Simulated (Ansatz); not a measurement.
A nudged elastic band was laid between two geometries of AlFH2O + H4Si (10 atoms, charge 0, multiplicity 1).

All numbers below come from RKS B3LYP-D4/6-31G* in Ansatz.

```
movable images  : 7
climbing image  : yes
spring          : 5.0 eV/Å²
optimiser       : quadratic models (default)
start path      : through a guess of the saddle point
force threshold : 0.05 eV/Å
iteration limit : 60
end points      : relaxed
```

First end point:

```xyz
10
Properties=species:S:1:pos:R:3
Al 0.023 -0.214 0.440
O -0.154 -1.045 1.924
H -0.965 -1.540 2.096
F 1.515 0.473 0.162
H -1.002 -0.330 -0.752
Si 0.110 3.011 0.963
H 1.289 2.915 1.846
H 0.473 3.230 -0.453
H -0.819 4.070 1.433
H -0.672 1.728 1.056
```

Last end point:

```xyz
10
Properties=species:S:1:pos:R:3
Al 0.089 0.464 -0.003
O -0.170 -0.320 1.853
H -1.074 -0.640 2.011
F 1.553 -0.219 -0.435
H -1.221 -0.206 -0.624
Si 0.136 2.833 0.665
H 0.710 2.969 2.050
H 0.922 3.769 -0.190
H -1.240 3.412 0.778
H 0.093 0.234 2.608
```

Task: What changes between the two ends?

Result: Bonds broken: Si6–H10. Bonds formed: Al1–Si6, O2–H10. AlFH2O + H4Si becomes AlFH6OSi.

Task: What energy profile does the band end with?

Result: The run converged. The highest image is number 5 of 0 to 8, 1.58 eV above the first end and 0.97 eV above the last; the last end lies 0.61 eV above the first. A vibrational analysis at the climbing image gives one clearly imaginary mode, 1304i cm⁻¹: a first-order saddle point. The orbitals stay closed-shell, which can raise the energy where a bond breaks towards radicals; this wasn't checked here.

| image | path coordinate (Å) | energy (eV) | Si6–H10 (Å) | Al1–Si6 (Å) | O2–H10 (Å) |
| --- | --- | --- | --- | --- | --- |
| 0 | 0.00 | 0.00 | 1.50 | 3.27 | 2.95 |
| 1 | 0.58 | 0.02 | 1.50 | 3.28 | 2.84 |
| 2 | 1.17 | 0.06 | 1.50 | 3.29 | 2.69 |
| 3 | 1.75 | 0.14 | 1.49 | 3.23 | 2.43 |
| 4 | 2.33 | 0.56 | 1.54 | 2.96 | 1.89 |
| 5 | 2.91 | 1.58 | 1.91 | 2.68 | 1.26 |
| 6 | 3.67 | 0.88 | 2.55 | 2.49 | 0.98 |
| 7 | 4.43 | 0.62 | 3.23 | 2.46 | 0.97 |
| 8 | 5.18 | 0.61 | 3.24 | 2.46 | 0.97 |

Task: What is the geometry of the highest image?

Result: 
```xyz
10
Properties=species:S:1:pos:R:3
Al 0.180 0.174 0.120
O -0.179 -0.323 1.870
H -1.057 -0.683 2.089
F 1.754 -0.134 -0.299
H -0.989 -0.023 -0.920
Si 0.055 2.682 1.062
H 1.046 3.261 2.008
H 0.455 3.118 -0.313
H -1.279 3.293 1.324
H -0.189 0.931 1.773
```

Task: What are the harmonic wavenumbers there?

Result: 1304i, 68, 122, 224, 229, 335, 349, 389, 505, 545, 638, 658, 728, 875, 898, 931, 943, 1177, 1617, 1975, 2193, 2228, 2247, 3735 cm⁻¹.

Run time: 7.1 min on 1 thread of Arm Neoverse V1, on a shared host, peak memory 0.17 GiB.
